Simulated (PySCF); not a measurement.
Two species compared at the same levels of theory.

First species: C5H12O3Si.
SMILES with atom numbers: `[CH3:1][O:2][C:3]([CH3:4])([CH3:5])[SiH2:6][C:7](=[O:8])[OH:9]` (hydrogens: H10, H11, H12 on C1; H13, H14, H15 on C4; H16, H17, H18 on C5; H19, H20 on Si6; H21 on O9)

Second species: C₆H₁₁NOSi.
SMILES: `C1(CCN)=C[SiH2]C=CO1`

Levels: PBE0/pcSseg-1 for dipole moment, HOMO energy, LUMO energy and HOMO–LUMO gap; GFN2-xTB for rotational constant A and rotational constant C. Geometries: GFN2-xTB. Each species is one conformer at its optimised geometry, gas phase, non-relativistic unless stated. Electronic properties by PySCF.

The conformers computed, where there is a choice (atom-mapped SMILES and torsion angles):
- `[CH3:1][O:2][C:3]([CH3:4])([CH3:5])[SiH2:6][C:7](=[O:8])[OH:9]`: C1–O2–C3–C4 63°, O2–C3–Si6–C7 179°, C3–Si6–C7–O8 1°, H–O9–C7–Si6 180°
- `[NH2:1][CH2:2][CH2:3][C:4]1=[CH:5][SiH2:6][CH:7]=[CH:8][O:9]1`: N1–C2–C3–C4 179°, C2–C3–C4–C5 98°, H–N1–C2–C3 59°, H–N1–C2–C3 -60°

```csv
property,column X,column Y
dipole moment,1.23 D,0.54 D
HOMO energy,-6.62 eV,-7.46 eV
LUMO energy,-0.26 eV,-0.46 eV
HOMO–LUMO gap,6.36 eV,7.00 eV
rotational constant A,3.171 GHz,2.818 GHz
rotational constant C,0.626 GHz,0.683 GHz
```

(1) Which column belongs to which species?

(2) How does each property change from the first species to the second?

Results:

(1) Column X is the second species and column Y the first. The first has 21 atoms and 80 electrons, the second 20 and 76.

(2) dipole moment +0.69 D; HOMO energy +0.84 eV; LUMO energy +0.20 eV; HOMO–LUMO gap -0.64 eV; rotational constant A +0.353 GHz; rotational constant C -0.057 GHz.

On the first: The dipole equals about 1.8 × 10⁻³⁰ C·m (1 D = 3.33564 × 10⁻³⁰ C·m).

On the second: The dipole matches unit charges of opposite sign 0.26 Å apart (1 e·Å = 4.8032 D).
